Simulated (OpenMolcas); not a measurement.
# WCl4O (SMILES O=[W](Cl)(Cl)(Cl)Cl): the energy, rung by rung

The species is WCl4O (6 atoms), meant as a singlet with charge 0. As SMILES, `O=[W](Cl)(Cl)(Cl)Cl`. Geometry: relaxed at PBE0-D4/def2-TZVP.

| atom | x (Å) | y (Å) | z (Å) |
| --- | --- | --- | --- |
| O | -0.0100 | -1.7471 | 0.1865 |
| W | -0.0005 | -0.0891 | 0.0095 |
| Cl | 1.9153 | 0.5679 | 1.0723 |
| Cl | -1.9100 | 0.3505 | -1.1703 |
| Cl | 1.1292 | 0.2495 | -1.9503 |
| Cl | -1.1239 | 0.6684 | 1.8523 |

Quantity: the energy change with the O1–W2 bond stretched from 1.668 to 1.918 Å, in eV. The values are calculated.

| level | kind | program | value (eV) | CPU time (all runs) |
| --- | --- | --- | --- | --- |
| SVWN5/def2-SVP (core potential) (restricted) | LDA | OpenMolcas | 1.06 | 84 s |
| BLYP/def2-SVP (core potential) (restricted) | GGA | OpenMolcas | 0.76 | 1.8 min |
| PBE/def2-SVP (core potential) (restricted) | GGA | OpenMolcas | 0.90 | 1.8 min |
| M06-L/def2-SVP (core potential) (restricted) | meta-GGA | OpenMolcas | 1.07 | 2.3 min |
| TPSS/def2-SVP (core potential) (restricted) | meta-GGA | OpenMolcas | 0.92 | 2.5 min |
| B3LYP/def2-SVP (core potential) (restricted) | global hybrid | OpenMolcas | 1.10 | 1.7 min |
| B2PLYP/def2-SVP (core potential) (restricted) | double hybrid | OpenMolcas | 0.78 | 84 s |
| MP2/def2-SVP (core potential) (restricted) | perturbation theory | OpenMolcas | 0.62 | 39 s |

The first shape isn't each level's own minimum. The values span 0.62 to 1.10 eV. CPU times are rough (shared hosts, several kinds of processor): they show what a rung costs within a factor of a few.
